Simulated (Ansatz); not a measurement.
`C/C=C\BN` + NH₃ → `C/C=C/N` + `BN` at 600 K and 1 bar (substitution at a C–B bond).

Gas-phase electronic energies from Ansatz, PBE0-D4/def2-TZVP geometries. CCSD(T)/CBS adds triple-zeta CCSD(T) − MP2 to the extrapolated MP2 energy (def2 sets, frozen cores). This one scheme is used for every species. Double bonds are as drawn, so ΔE can hold a change between cis and trans. One conformer a species, not always the lowest.

| species | CCSD(T)/CBS energy (Eh) | H − E (kJ/mol) | S (J/(mol·K)) |
| --- | --- | --- | --- |
| `C/C=C\BN` | -198.50349 | 354.0 | 419.9 |
| NH₃ | -56.50880 | 112.4 | 219.5 |
| `C/C=C/N` | -173.05160 | 306.3 | 370.1 |
| `BN` | -81.93499 | 155.9 | 270.2 |

H − E and S are ideal-gas, rigid-rotor, harmonic terms from PBE0-D4/def2-TZVP, for one conformer and one mirror image of each species. 1 Eh = 2625.50 kJ/mol, R = 8.31446 J/(mol·K).

**Question.** By hand: ΔE, ΔH, ΔS and ΔG.

**Answer.** ΔE = (-173.05160) + (-81.93499) − (-198.50349) − (-56.50880) = 0.02570 Eh = 67.5 kJ/mol. Δ(H − E) = 306.3 + 155.9 − 354.0 − 112.4 = -4.2, so ΔH = 63.3 kJ/mol. ΔS = 370.1 + 270.2 − 419.9 − 219.5 = 0.9 J/(mol·K). ΔG = 63.3 − 600 × (0.9)/1000 = 62.8 kJ/mol.

**Question.** By hand: the equilibrium constant, and the temperature at which ΔG would vanish if ΔH and ΔS stayed fixed.

**Answer.** log₁₀ K = −ΔG/(RT ln 10) = -5.5. ΔG = 0 at ΔH/ΔS = 70333 K, far beyond where these terms or the molecules hold.

The number of gas molecules stays the same, so ΔS is small and ΔH decides. A doubt of 5 kJ/mol in ΔE shifts log₁₀ K by 0.4 here. Other conformers and mirror images would add mixing entropy, several J/(mol·K) or more a flexible species. These are equilibria of isolated gas molecules and say nothing of rates. Largest T1 diagnostic: 0.012 (customary marks: 0.02 for closed shells, 0.045 for open ones).
